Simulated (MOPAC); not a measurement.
MOPAC input (PM6):

```
PM6 PRECISE GNORM=0.05 LET XYZ CHARGE=-1 GEO-OK AUX(PRECISION=9) THREADS=1
H3BN

B    -0.66503886 1    0.05057511 1   -0.01894431 1
N     0.70388039 1    0.07004987 1    0.02414072 1
H    -1.37605239 1   -0.96558513 1   -0.07461875 1
H    -1.30721419 1    1.10293443 1   -0.00402462 1
H     1.08129813 1   -0.88057398 1    0.00437982 1
```

**Question.** What heat of formation does the run end on?

**Answer.** -3.20 kcal/mol.
